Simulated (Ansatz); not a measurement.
Stepwise reaction of `[CH3][GeH]([CH3])[Cl]` with hydrogen, as a gas-phase model of exchange steps in deposition or etching. ΔE in kJ/mol; ΔG adds harmonic PBE0-D4 terms to CCSD(T)/CBS, at 1 bar.

Isolated molecules relaxed with PBE0-D4/def2-TZVP in Ansatz; ΔE leaves out vibrations. CBS: MP2 limit from def2 TZ/QZ plus the TZ coupled-cluster correction, frozen cores. This one scheme is used for every species. Functionals use def2-TZVPP. B3LYP here is the variant with VWN-RPA as its local correlation; programs differ in this. For Ge outer-core shells are correlated without core-valence functions, which leaves a few kJ/mol of doubt a bond. Scalar relativity is left out up to krypton.

```csv
step,reaction,PBE-D4,B3LYP-D4,ωB97M-V,CCSD(T)/CBS,ΔG(400 K)
1,`[CH3][GeH]([CH3])[Cl]` + H₂ → `[CH3][GeH2][Cl]` + CH₄,-28.0,-31.9,-29.5,-26.3,-20.8
```

Task: Give the row of step 2, `[CH3][GeH2][Cl]` + H₂ → `[Cl][GeH3]` + CH₄. (Estimate.)

Result: The calculation gave: 
```tsv
step	reaction	PBE-D4	B3LYP-D4	ωB97M-V	CCSD(T)/CBS	ΔG(400 K)
2	`[CH3][GeH2][Cl]` + H₂ → `[Cl][GeH3]` + CH₄	-28.1	-32.4	-30.0	-26.1	-17.2
```

Task: By hand: ΔE of the 2 steps together at CCSD(T)/CBS.

Result: (-26.3) + (-26.1) = -52.4 kJ/mol, or -26.2 kJ/mol a step.

In ΔE the steps differ by no more than 0.2 kJ/mol. All are downhill at CCSD(T)/CBS. ΔG lies between -20.8 and -17.2 kJ/mol a step. PBE-D4 differs from CCSD(T)/CBS by -2.0 to -1.7 kJ/mol a step. Isolated molecules leave out the surface, adducts and barriers. Largest T1 diagnostic: 0.010.
